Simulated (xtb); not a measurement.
C2H5B, SMILES BC=C. All values are semi-empirical tight-binding results from xtb (GFN2-xTB unless named), good for trends rather than for accurate numbers. Geometry: GFN2-xTB.

Optimised geometry:

```xyz
8

B     -0.2030     0.1255     1.3605
H     -0.5300     1.2433     1.4677
H     -0.1200    -0.5522     2.3101
C      0.1187    -0.4459    -0.0366
C      0.0739     0.2763    -1.1582
H      0.4029    -1.4889    -0.1388
H      0.3048    -0.1326    -2.1315
H     -0.1981     1.3201    -1.1412
```
Charge 0, spin multiplicity 1.

The point group as xtb finds it is Cs. The orbital gap is 3.48 eV. The dipole moment is 0.95 D. The zero-point energy is 38.1 kcal/mol, the G − E(el) at 298.15 K (modified RRHO) comes out as 22.3 kcal/mol and the static polarisability (D4 model) is 39.6 bohr³. The solvation energy, GFN2-xTB/ALPB(water) is -1.1 kcal/mol and the solvation energy, GFN2-xTB/ALPB(methanol) comes out as -3.3 kcal/mol.

Computed IR lines (harmonic; lines under 4 % of the strongest left out, lines within 3 cm⁻¹ merged):
ν (cm⁻¹): 826 (w), 830 (vs), 930 (w), 939 (w), 1039 (w), 1208 (s), 1413 (w), 1638 (m), 2640 (s), 2673 (vs), 3020 (m), 3068 (m), 3100 (m) (against the strongest line: vs over 80 %, s over 45 %, m over 15 %, w over 4 %, vw less)

Question: Give the atomic charges and the Wiberg bond orders between heavy atoms. (The exact figures need the calculation; the answer reports its results.)

Answer: charges (e) B1 0.23, H2 -0.09, H3 -0.09, C4 -0.10, C5 -0.06, H6 0.03, H7 0.04, H8 0.05. Bond orders B1–C4 1.08, C4–C5 1.91.
